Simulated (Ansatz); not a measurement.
Saddle point of Si₃N₃H₁₂, doublet (Si₃N₂H₉ ([SiH3][NH][SiH][NH][SiH3]) + NH₃ → Si₂N₂H₇ ([NH2][SiH][NH][SiH3]) + SiNH₅ ([NH2][SiH3]); bonds formed: Si1–N8, N2–H7; bonds broken: Si1–N2, H7–N8), PBE0-D4/def2-TZVP structure:

```csv
atom,x (Å),y (Å),z (Å)
Si1,0.7216,0.1392,0.8238
N2,1.0731,-0.0397,-1.0457
Si3,-0.1522,-0.7519,-2.0920
N4,-0.4840,1.4445,0.8821
Si5,-2.1460,1.2155,1.2859
H6,-0.2499,-0.9875,1.0278
H7,1.9033,-0.7765,-0.5355
N8,2.2387,-1.1344,0.7579
H9,1.4845,0.8027,-1.4339
H10,-1.4076,0.0357,-2.0630
H11,-0.3926,-2.1279,-1.5977
H12,0.3692,-0.7929,-3.4839
H13,-0.1284,2.3802,1.0135
H14,-2.3585,0.5967,2.6263
H15,-2.8153,0.3290,0.2955
H16,-2.8296,2.5399,1.2864
H17,2.0586,-2.0673,1.1118
H18,3.1149,-0.8053,1.1406
```

Energies are electronic, without zero-point energy. Barriers and step energies count from the start structure reached by relaxing down the imaginary mode; all methods use the PBE0-D4 structures, on which another method's saddle can fall below an end. Program: Ansatz 0.2.0. Basis: def2-TZVPP, with def2-QZVPP for the basis limit. Cores are frozen in the correlated methods; orbitals are unrestricted. B3LYP uses VWN-RPA correlation. Extrapolation: Hartree–Fock as exp(−7.88 √X), correlation as X^−2.97.

```json
{"method": "SPW92", "barrier (eV)": "0.729", "step energy (eV)": "0.140"}
{"method": "PBE-D4", "barrier (eV)": "1.055", "step energy (eV)": "0.134"}
{"method": "BLYP-D4", "barrier (eV)": "1.296", "step energy (eV)": "0.131"}
{"method": "r2SCAN-D4", "barrier (eV)": "?", "step energy (eV)": "0.139"}
{"method": "B97M-V", "barrier (eV)": "1.384", "step energy (eV)": "0.155"}
{"method": "PBE0-D4", "barrier (eV)": "1.211", "step energy (eV)": "0.138"}
{"method": "B3LYP-D4", "barrier (eV)": "1.392", "step energy (eV)": "0.127"}
{"method": "r2SCAN0-D4", "barrier (eV)": "1.298", "step energy (eV)": "0.143"}
{"method": "BHLYP-D4", "barrier (eV)": "1.588", "step energy (eV)": "0.141"}
{"method": "CAM-B3LYP-D4", "barrier (eV)": "1.403", "step energy (eV)": "0.105"}
{"method": "wB97X-V", "barrier (eV)": "1.360", "step energy (eV)": "0.124"}
{"method": "wB97M-V", "barrier (eV)": "1.335", "step energy (eV)": "0.141"}
{"method": "B2PLYP", "barrier (eV)": "1.374", "step energy (eV)": "0.129"}
{"method": "PBE-QIDH", "barrier (eV)": "?", "step energy (eV)": "0.161"}
{"method": "RPA on PBE", "barrier (eV)": "1.334", "step energy (eV)": "0.154"}
{"method": "HF", "barrier (eV)": "2.098", "step energy (eV)": "0.114"}
{"method": "MP2", "barrier (eV)": "?", "step energy (eV)": "0.168"}
{"method": "CCSD", "barrier (eV)": "1.479", "step energy (eV)": "0.156"}
{"method": "CCSD(T)", "barrier (eV)": "1.360", "step energy (eV)": "0.164"}
```

Task: Fill in the withheld barriers. (To be estimated.)

Result: Computed: r2SCAN-D4 1.198; PBE-QIDH 1.295; MP2 1.299 eV. Each is the energy of the saddle less that of the start structure, by the same method.

For comparison, the barrier by CCSD(T) at an estimated basis limit (MP2 extrapolated from triple and quadruple zeta, plus CCSD(T) − MP2 in triple zeta) is 1.354 eV.

The T1 diagnostic stays at or below 0.014. ⟨S²⟩ of the unrestricted Hartree–Fock references: 0.75 to 0.76 (a pure state has 0.75).

Labels in which every atom is bracketed show which atoms are joined, not bond orders.

For scale, one of the runs: CCSD(T)/def2-TZVPP, 387 basis functions, launched by `ansatz run in.yaml --threads 4 --pin off --events-out ev --progress --plain --max-ram 41984MiB --backend cuda --devices 0, --max-vram 37GiB`. Hardware: 4 CPU threads of an AMD EPYC 7R13 and a share of one NVIDIA H100, shared host. Wall time 43 s; peak host memory 1.6 GiB.
